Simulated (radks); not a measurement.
The numbers below are computed, except where a source is named.
Ga5+, configuration [Ar] 3d8.

Code: a radial shooting solver on a logarithmic mesh with Libxc functionals. Model: Dirac Kohn-Sham, LDA (Slater exchange, Perdew-Wang correlation), spin-unpolarised, spherical densities, finite nucleus; open shells fill j = l - 1/2 first; Fermi nuclear charge, rms radius 3.9973 fm.

Energy parts (eV):
total: -52611.083
kinetic: 53643.913
electron-nucleus: -124795.177
Hartree: 20445.995
exchange-correlation: -1905.814

Orbitals (lengths in bohr, moments of r in powers of bohr; <r^-3> diverges for s and p1/2; r(max) is where P^2 peaks; r(90%) holds 90 % of the orbital's charge):
orbital  occ.  eigenvalue (eV)  r(90%)       <r^4>   r(max)   <r^-3>
1s1/2       2        -10295.95  0.0870  0.00002613  0.03183        -
2s1/2       2        -1348.586   0.338    0.005463   0.1828        -
2p1/2       2        -1205.280   0.309    0.003855   0.1445        -
2p3/2       4        -1177.690   0.314    0.004099   0.1474    859.2
3s1/2       2        -231.9435   0.958      0.3592   0.5618        -
3p1/2       2        -185.2390    1.00      0.4292   0.5562        -
3p3/2       4        -181.4157    1.02      0.4542   0.5643    120.0
3d3/2       4        -101.9944    1.17      0.8037   0.5129    14.03
3d5/2       4        -101.4438    1.17      0.8187   0.5154    13.68
4s1/2       0         -66.4821    2.42       14.60    1.529        -
4p1/2       0         -54.6199    2.68       21.79    1.668        -
4p3/2       0         -54.0551    2.70       22.63    1.687    17.88
4d3/2       0         -36.3946    3.43       57.84    2.101    1.888
4d5/2       0         -36.3202    3.44       58.35    2.107    1.853
4f5/2       0         -23.3931    4.57       179.7    2.697  0.08917
4f7/2       0         -23.3914    4.57       179.8    2.697  0.08908

The highest occupied level is 3d5/2 at -101.44 eV. Summed over all electrons, <r^2> = 9.368 bohr^2, which gives a Langevin (diamagnetic) susceptibility term of -7.42 x 10^-6 cm^3/mol.
